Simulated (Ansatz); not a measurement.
C2H7F2NSi, SMILES C(C(F)F)[SiH2]N. Atoms are numbered in the order given.

```xyz
13

N      2.7887    -0.3353    -0.0226
Si     1.2028     0.3450    -0.1885
C     -0.1893    -0.8666     0.3199
C     -1.5952    -0.3307     0.2022
F     -1.7443     0.7799     0.9828
F     -1.8519     0.0430    -1.0861
H      3.1332    -1.0252    -0.6822
H      3.2111    -0.4609     0.8915
H      1.1296     1.5434     0.6900
H      1.0143     0.7077    -1.6190
H     -0.1065    -1.7757    -0.2998
H     -0.0186    -1.1789     1.3641
H     -2.3803    -1.0499     0.4991
```
Charge 0, spin multiplicity 1.

Geometry optimised at B3LYP-D3(BJ)/def2-SVP. This is a generated structure with no PubChem entry under its InChIKey; it may be hypothetical. The values are those of a single conformer.

Two levels are set side by side: PBE-D3(BJ)/def2-SVP (Ansatz, a first-principles code) and B3LYP-D3(BJ)/def2-SVP (Ansatz). Each level has its own optimised geometry; the coordinates shown are those of the second. Differences are taken from unrounded values.

| quantity | B3LYP-D3(BJ) |
|---|---|
| mean bond length (Å) | 1.350 |
| bond N1–Si2 (Å) | 1.734 |
| bond Si2–C3 (Å) | 1.914 |
| bond C3–C4 (Å) | 1.509 |
| bond C4–F5 (Å) | 1.366 |
| bond C4–F6 (Å) | 1.366 |
| bond N1–H7 (Å) | 1.015 |
| bond N1–H8 (Å) | 1.015 |
| bond Si2–H9 (Å) | 1.488 |
| bond Si2–H10 (Å) | 1.488 |
| bond C3–H11 (Å) | 1.103 |
| bond C3–H12 (Å) | 1.103 |
| bond C4–H13 (Å) | 1.105 |

Q: What does PBE-D3(BJ) give, and how far is it from B3LYP-D3(BJ)? (An estimate is asked for; the answer gives what the named calculation found.)

A: 
| quantity | PBE-D3(BJ) | PBE-D3(BJ) minus B3LYP-D3(BJ) |
|---|---|---|
| mean bond length (Å) | 1.359 | 0.009 |
| bond N1–Si2 (Å) | 1.746 | 0.012 |
| bond Si2–C3 (Å) | 1.922 | 0.008 |
| bond C3–C4 (Å) | 1.513 | 0.004 |
| bond C4–F5 (Å) | 1.374 | 0.008 |
| bond C4–F6 (Å) | 1.374 | 0.008 |
| bond N1–H7 (Å) | 1.023 | 0.008 |
| bond N1–H8 (Å) | 1.023 | 0.008 |
| bond Si2–H9 (Å) | 1.501 | 0.013 |
| bond Si2–H10 (Å) | 1.501 | 0.013 |
| bond C3–H11 (Å) | 1.111 | 0.008 |
| bond C3–H12 (Å) | 1.111 | 0.008 |
| bond C4–H13 (Å) | 1.116 | 0.011 |

Exact exchange shortens and stiffens bonds; PBE has none. Differences between two approximate levels are no errors against the true value.
